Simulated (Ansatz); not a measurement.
Job for Ansatz (a quantum-chemistry and plane-wave program): R-B3LYP/def2-TZVPP on CH6GaN (SMILES C[NH][GaH2]), a point of a torsion scan.

Ansatz 0.2 input:
```yaml
crystal:
  periodic: [false, false, false]
  atoms:
    - {symbol: C, position_ang: [-1.19401063, 0.33627507, 0.18332411]}
    - {symbol: N, position_ang: [-0.23201900, -0.75328103, 0.01735392]}
    - {symbol: Ga, position_ang: [0.03732945, -1.71834674, -1.49559308]}
    - {symbol: H, position_ang: [-1.95256605, 0.24834794, -0.59933917]}
    - {symbol: H, position_ang: [-0.72425108, 1.32291241, 0.10882633]}
    - {symbol: H, position_ang: [-1.70070140, 0.26632310, 1.15111477]}
    - {symbol: H, position_ang: [0.43579494, -0.76111623, 0.78271191]}
    - {symbol: H, position_ang: [1.21321001, -2.72821155, -1.52836310]}
    - {symbol: H, position_ang: [-0.96892736, -1.55088657, -2.66497259]}
basis:
  gaussian:
    orbitals: def2-TZVPP
hamiltonian:
  xc: {name: B3LYP}
scf: {lower_state_search: off}
```

**Question.** What total energy does the run end on?

**Answer.** -2021.4134 hartree.
